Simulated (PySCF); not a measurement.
C6H9P.
Cartesian coordinates in Å at the GFN2-xTB level; atoms count from 1:
```xyz
16
C6H9P angstrom
C     -2.4993   -0.4374   -0.2404
C     -1.1445    0.0937    0.0885
C     -0.8865    1.2867    0.6608
P      0.8706    1.5036    0.9991
C      1.2069   -0.0492    0.1023
C      2.5843   -0.5800   -0.1109
C      0.0516   -0.6556   -0.2281
H     -3.2748    0.2569    0.0739
H     -2.5864   -0.6021   -1.3145
H     -2.6589   -1.3935    0.2580
H     -1.6317    1.9930    0.9854
H      1.1472    2.3446   -0.0831
H      3.0918   -0.7134    0.8443
H      2.5495   -1.5379   -0.6266
H      3.1777    0.1161   -0.7036
H     -0.0051   -1.6165   -0.7165
```

Computed with TDDFT CAM-B3LYP/def2-SVPD, vertical, gas phase, core orbitals frozen in the response (PySCF 2.14.0, density-fitted response routines).

Ground-to-excited transition dipoles (e·a0, same axes as the geometry; the sign carries no meaning), for the states with f of 0.002 or more among the lowest 7:

| state | E (eV) | μx | μy | μz |
| --- | --- | --- | --- | --- |
| S1 | 4.718 | -0.504 | 0.448 | 0.195 |
| S2 | 5.387 | -0.591 | -0.553 | -0.279 |
| S3 | 6.041 | -0.161 | 0.146 | 0.049 |
| S4 | 6.106 | 0.146 | -0.031 | -0.061 |
| S5 | 6.741 | -0.231 | 0.118 | 0.105 |
| S6 | 6.753 | -0.245 | 0.280 | 0.012 |
| S7 | 6.812 | 0.362 | -0.224 | -0.103 |

(1) What oscillator strength does each state have?

(2) Which bond between heavy atoms lies closest to the direction of the S2 transition dipole?

(3) What angle do the transition dipoles of S2 and S7 make?

(4) What peak molar absorption coefficient would the strongest computed level give as a lone Gaussian band 0.4 eV wide at half height?

Answers

(1) f = (2/3) ΔE |μ|² with ΔE in hartree (27.2114 eV).

```tsv
state	|μ|² (au)	|μ| (D)	f
S1	0.493	1.78	0.057
S2	0.733	2.18	0.097
S3	0.050	0.57	0.007
S4	0.026	0.41	0.004
S5	0.078	0.71	0.013
S6	0.139	0.95	0.023
S7	0.192	1.11	0.032
```

(2) C5–C7, at 15° from it; next C1–C2 at 22°.

(3) |cos θ| = |μa·μb| / (|μa| |μb|) = 0.16, so θ ≈ 81° (taken between 0 and 90°, since the signs are arbitrary).

(4) ε(max) = 2.175×10⁸ f / FWHM, with the width in cm⁻¹. S2: 2.175×10⁸ × 0.0967 / 3226 ≈ 6500 L mol⁻¹ cm⁻¹.
